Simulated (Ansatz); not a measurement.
Born–Oppenheimer molecular dynamics of BrCl₃FH₂OTa (9 atoms, charge 0, multiplicity 1). It starts at the highest image of a converged band, a first-order saddle point between two minima.

Theory: Ansatz, RKS PBE/def2-SVP.

- ensemble: NVE (velocity Verlet)
- time step: 0.5 fs
- steps asked: 200
- starting velocities drawn for: 300 K
- seed: 2252

First frame:

```xyz
9
Properties=species:S:1:pos:R:3
Ta -0.157 0.302 0.185
F 1.818 -0.352 0.522
Cl -0.417 0.029 2.515
Cl 0.531 0.610 -2.030
Cl -1.946 1.738 0.003
O -0.889 -1.391 -0.129
H -1.222 -2.151 0.384
Br 1.614 2.385 0.873
H 2.142 0.806 0.761
```

Q: How far do the bonds stretch over the last three quarters of this one trajectory? (Pairs bonded in most of those frames.)

A: 
```json
{"bond": "Ta1–F2", "mean (Å)": "2.480", "spread (Å)": "0.128", "shortest": "2.24", "longest": "2.64"}
{"bond": "Ta1–Cl3", "mean (Å)": "2.363", "spread (Å)": "0.024", "shortest": "2.33", "longest": "2.40"}
{"bond": "Ta1–Cl4", "mean (Å)": "2.357", "spread (Å)": "0.024", "shortest": "2.31", "longest": "2.39"}
{"bond": "Ta1–Cl5", "mean (Å)": "2.279", "spread (Å)": "0.017", "shortest": "2.26", "longest": "2.31"}
{"bond": "Ta1–O6", "mean (Å)": "1.884", "spread (Å)": "0.011", "shortest": "1.87", "longest": "1.90"}
{"bond": "Ta1–Br8", "mean (Å)": "2.572", "spread (Å)": "0.082", "shortest": "2.46", "longest": "2.72"}
{"bond": "F2–H9", "mean (Å)": "0.986", "spread (Å)": "0.056", "shortest": "0.89", "longest": "1.15"}
{"bond": "O6–H7", "mean (Å)": "0.975", "spread (Å)": "0.014", "shortest": "0.95", "longest": "0.99"}
```

Mean temperature of the second half: 285 K. The conserved energy stayed within 0.2 meV per atom of its start (net change -0.19 meV per atom), so the integration is sound. A run of 0.1 ps of so small a system gives no equilibrium averages. The orbitals stay closed-shell, which can raise the energy where a bond breaks towards radicals; this wasn't checked here.

Run time: 10 min on 4 threads of Arm Neoverse V1, with other jobs on the host, peak memory 0.27 GiB.
